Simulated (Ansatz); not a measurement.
C2H4ClNOSi can be A, `N[Si]1(Cl)C=C1O`, or B, `N=C1OC1([SiH3])Cl`.

Calculated with Ansatz (gas phase, PBE0-D4/def2-TZVP geometries, no zero-point term in ΔE). CCSD(T)/CBS adds triple-zeta CCSD(T) − MP2 to the extrapolated MP2 energy (def2 sets, frozen cores). DFT in def2-TZVPP. B3LYP here is the variant with VWN-RPA as its local correlation; programs differ in this. One conformer a species, not always the lowest.

(1) Which isomer does CCSD(T)/CBS put lower? Give the gap. (Estimate.)

(2) Give E(B) − E(A) in kJ/mol with B3LYP, B3LYP-D4, PBE0-D4, PBE-D4, CCSD/def2-TZVPP, CCSD(T)/def2-TZVPP, ωB97M-V. (Best estimate.)

Largest T1 diagnostic: 0.015.

Answers

(1) Ansatz gave: A, by 294.9 kJ/mol.

(2) Ansatz gave: B3LYP 274.4, B3LYP-D4 274.4, PBE0-D4 284.9, PBE-D4 259.8, CCSD/def2-TZVPP 288.2, CCSD(T)/def2-TZVPP 280.2, ωB97M-V 291.0. None reverses the order clearly.

From PBE to PBE0 (25 % exact exchange), in def2-TZVPP and without D4, E(B) − E(A) moves by +25.1 kJ/mol. In def2-TZVPP, CCSD(T) changes the Hartree–Fock value by −23.2 kJ/mol (the triples alone add −8.1 kJ/mol) and MP2 by −9.8 kJ/mol.
